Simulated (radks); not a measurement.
Species: the thulium ion Tm36+. Configuration: [Ar] 3d10 4s2 4p3.

Calculated with a radial shooting solver on a logarithmic mesh with Libxc functionals: scalar-relativistic Kohn-Sham, exchange-only LDA, spin-polarised, spherical densities, point nucleus; open shells are filled with parallel spins first (spin-orbit coupling, left out, can overturn this in heavy ions).

Energy parts (eV):
| part | energy |
|---|---|
| total | -348139.13 |
| kinetic | 380212.68 |
| electron-nucleus | -800866.24 |
| Hartree | 78342.89 |
| exchange | -5828.46 |

Orbitals (lengths in bohr, moments of r in powers of bohr; r(max) is where P^2 peaks):
orbital,occ.,eigenvalue (eV),r(max)
1s up,1,-60777.91,0.01262
1s down,1,-60775.06,0.01262
2s up,1,-11520.53,0.07190
2s down,1,-11518.74,0.07190
2p up,3,-10357.00,0.05851
2p down,3,-10354.57,0.05852
3s up,1,-3707.029,0.2020
3s down,1,-3704.083,0.2020
3p up,3,-3353.943,0.1985
3p down,3,-3350.723,0.1985
3d up,5,-2928.448,0.1611
3d down,5,-2925.513,0.1611
4s up,1,-1725.574,0.4343
4s down,1,-1712.234,0.4336
4p up,3,-1593.135,0.4450
4p down,0,-1579.814,0.4443
4d up,0,-1428.430,0.4383
4d down,0,-1415.652,0.4373
5s up,0,-993.0635,0.7736
5s down,0,-986.2999,0.7760

The highest occupied level is 4p up at -1593.1 eV. Spin moment in Bohr magnetons: 3. For comparison, the ionisation energy in NIST's Atomic Spectra Database is 1591 eV (theoretical). In exact Kohn-Sham theory the highest level is minus the ionisation energy, but local and semilocal functionals leave it too shallow, through self-interaction and a potential that decays too fast; potentials with the right tail come closer.
